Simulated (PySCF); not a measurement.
## Spin states and ions at one geometry of [ReO2F2]+

PySCF 2.14.0, RKS TPSS, Re def2-SVP with ECP60, O def2-SVP, F def2-SVP; non-relativistic Hamiltonian with scalar-relativistic core potentials where named; density fitting; no spin-orbit coupling; singlets restricted, open shells unrestricted. The geometry is relaxed for charge +1, singlet, vacuum:

```xyz
5

Re    0.0000    0.0000   -0.0451
O     0.9406    0.9406    0.9761
O    -0.9406   -0.9406    0.9761
F     1.0991   -1.0991   -0.9846
F    -1.0991    1.0991   -0.9846
```

Energies count from the relaxed state; an electron taken off or put on is at rest in vacuum. Charges and spins are Mulliken's.

```tsv
state	energy (eV)	spin squared	charge on Re1 (e)	spin on Re1 (e)	dipole about the centre of mass (D)
charge +1, singlet, vacuum	0.00	0.00	1.57	0.00	0.78
charge +1, triplet, vacuum	3.71	2.01	1.48	0.58	0.43
charge 0, doublet, vacuum	-8.11	0.75	1.23	0.72	1.39
```

Question: What does the state charge +2, doublet, vacuum give?

Answer: energy (eV) 19.64, spin squared 0.78, charge on Re1 (e) 1.77, spin on Re1 (e) -0.21, dipole about the centre of mass (D) 0.98.

With an electron taken off (doublet) the charges change, summed by element, by Re +0.21 e, O +0.53 e, F +0.26 e. The vertical ionisation energy is 19.64 eV, against −ε(HOMO) = 15.99 eV of the relaxed state. The level lies 3.6 eV too high, as is usual for semilocal functionals and global hybrids, which keep a self-interaction error.

With an electron put on (doublet) the charges change, summed by element, by Re -0.34 e, O -0.41 e, F -0.25 e. The vertical electron affinity is 8.11 eV, against −ε(LUMO) = 11.81 eV of the relaxed state.

Open shells may have lower solutions than those found.

No frequency check is given that shows the relaxed geometry to be a minimum.
